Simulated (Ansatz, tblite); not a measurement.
Cost and result up the ladder for Li₂Al₂⁻ (4 atoms). Charge -1, multiplicity 2. Geometry: PBE-D4/def2-TZVPD.

```xyz
4

Li    0.2175    1.0956    1.3976
Li    0.3265    0.6816   -1.6214
Al   -1.4721   -0.5330    0.0196
Al    0.9280   -1.2442    0.2042
```

Ansatz on 4 threads of Intel Xeon Platinum 8259CL on a shared host; xTB runs through tblite on one thread. Times are rough, summed over both states, and most runs start from the orbitals of an earlier one. RPA@PBE/def2-TZVPD serves as the yardstick here, not as an exact answer. The other state is a quartet at its own geometry, which has other bonds, so the gap mixes isomer and spin.

The xTB rows come from tblite. LC-ωPBE has ω = 0.4 bohr⁻¹. Correlated methods freeze 10 core orbitals; core or outer-core shells of Li are correlated, in sets that lack core-valence functions. The structure comes from a short search, and lower isomers may exist.

Run but left out: HF/STO-3G, HF/def2-TZVPD, HF/def2-TZVPPD, MP2/def2-TZVPD, MP2/def2-TZVPPD, CCSD/def2-TZVPPD, CCSD(T)/def2-TZVPPD (doublet: ⟨S²⟩ 1.36 to 1.82, where a pure state has 0.75).

Correlated methods converge slowly with the basis.

xTB has no spin-polarisation term.

```tsv
level	functions	wall time	quartet − doublet (eV)	difference from RPA@PBE/def2-TZVPD (eV)	remarks
GFN1-xTB	26	0.007 s	1.98	1.13	–
GFN2-xTB	26	0.013 s	1.11	0.26	–
PBE-D4/def2-TZVPD	120	3.1 s	0.83	-0.02	HOMO above zero (doublet), HOMO above zero (quartet)
BLYP-D4/def2-TZVPD	120	3.4 s	0.83	-0.02	HOMO above zero (doublet), HOMO above zero (quartet)
RPA@PBE/def2-TZVPD	120	4 s	0.85	0.00	–
BHLYP-D4/def2-TZVPD	120	6.7 s	0.73	-0.12	HOMO above zero (quartet)
LC-ωPBE/def2-TZVPD	120	9.8 s	0.66	-0.20	spin-contaminated (⟨S²⟩ 0.90) (doublet)
r2SCAN-D4/def2-TZVPD (with forces)	120	12 s	0.83	-0.02	HOMO above zero (doublet), HOMO above zero (quartet)
r2SCAN0-D4/def2-TZVPD	120	14 s	0.79	-0.07	HOMO above zero (quartet), spin-contaminated (⟨S²⟩ 0.84) (doublet)
r2SCANh-D4/def2-TZVPD	120	14 s	0.81	-0.04	HOMO above zero (doublet), HOMO above zero (quartet), spin-contaminated (⟨S²⟩ 0.83) (doublet)
PBE0-D4/def2-TZVPD	120	14 s	0.77	-0.08	HOMO above zero (quartet)
```
